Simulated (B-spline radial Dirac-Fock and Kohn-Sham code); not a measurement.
**Two-hole binding energies of Ho⁴⁹⁺**

System: Ho⁴⁹⁺, [Ne] 3s2 3p6.

Level of theory: Dirac-Fock energy differences between relaxed states, corrected for Breit and QED terms; a radial finite-basis atomic code. U is the two-hole binding energy less the two single-hole energies, the effective repulsion of the holes after relaxation. Each two-hole energy is an average over J within one jj subconfiguration.

| holes | E(a) (eV) | E(b) (eV) | E(ab) (eV) | U (eV) |
| --- | --- | --- | --- | --- |
| 1s⁻² | 58936.2 | 58936.2 | 119163.5 | 1291.1 |
| 1s⁻¹ 2p1/2⁻¹ | 58936.2 | 12159.9 | 71535.2 | 439.1 |
| 1s⁻¹ 2p3/2⁻¹ | 58936.2 | 11296.4 | 70619.2 | 386.7 |
| 1s⁻¹ 3p1/2⁻¹ | 58936.2 | 4686.3 | 63802.6 | 180.1 |
| 1s⁻¹ 3p3/2⁻¹ | 58936.2 | 4469.2 | 63571.7 | 166.3 |
| 2s⁻² | 12612.6 | 12612.6 | 25496.5 | 271.2 |
| 2s⁻¹ 2p1/2⁻¹ | 12612.6 | 12159.9 | 25035.6 | 263.0 |
| 2p1/2⁻² | 12159.9 | 12159.9 | 24649.2 | 329.4 |
| 2p1/2⁻¹ 2p3/2⁻¹ | 12159.9 | 11296.4 | 23751.4 | 295.1 |
| 2p3/2⁻² | 11296.4 | 11296.4 | 22881.8 | 289.0 |
| 2s⁻¹ 3p3/2⁻¹ | 12612.6 | 4469.2 | 17224.8 | 143.0 |
| 2p1/2⁻¹ 3p3/2⁻¹ | 12159.9 | 4469.2 | ? | ? |
| 3p1/2⁻² | 4686.3 | 4686.3 | 9492.4 | 119.8 |
| 3p3/2⁻² | 4469.2 | 4469.2 | 9048.4 | 110.0 |

Q: Give the missing two-hole energy and U.

A: E(ab) = 16777.6 eV and U = 148.5 eV.

Values without a named source are computed, but for edge energies of neutral atoms, which are taken from tables.
